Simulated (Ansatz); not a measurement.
A trace of molecular dynamics of BH$_{7}$OSSi$_{2}$ (12 atoms, charge 0, multiplicity 1).

Computed with RKS PBE0-D4/def2-SVP (Ansatz 0.2.0).

```
ensemble                      : NVE (velocity Verlet)
starting velocities drawn for : 300 K
masses                        : H 2.014 u
seed                          : 372653
```

```csv
time (fs),T (K),potential energy less start (eV),conserved less start (meV/atom)
0.0,300,0.000,0.00
3.0,215,0.111,0.07
6.0,183,0.152,0.06
9.0,204,0.124,0.04
12.0,187,0.147,0.03
15.0,106,0.252,0.09
18.0,141,0.206,0.04
21.0,183,0.152,0.04
24.0,182,0.153,0.03
27.0,151,0.194,0.08
30.0,206,0.122,0.02
33.0,174,0.163,0.06
36.0,153,0.190,0.05
39.0,161,0.181,0.07
42.0,201,0.129,0.02
45.0,144,0.202,0.07
48.0,152,0.192,0.05
51.0,185,0.149,0.04
54.0,147,0.198,0.04
57.0,83,0.281,0.08
60.0,141,0.206,0.04
63.0,177,0.160,0.04
66.0,141,0.206,0.05
69.0,139,0.209,0.08
72.0,235,0.084,0.01
75.0,213,0.113,0.04
```

Q: Is this trajectory sound?

A: The conserved energy stayed within 0.092 meV per atom of its start (net change 0.044 meV per atom), so the integration is sound. Over the second half the temperature averaged 0.54 of the 300 K drawn at the start: a run that starts near a minimum puts about half its kinetic energy into the potential. A run of 0.075 ps of so small a system gives no equilibrium averages. The time step was 0.5 fs.

Run time: 10 min on 2 threads of Arm Neoverse N1 (shared host), peak memory 0.26 GiB.
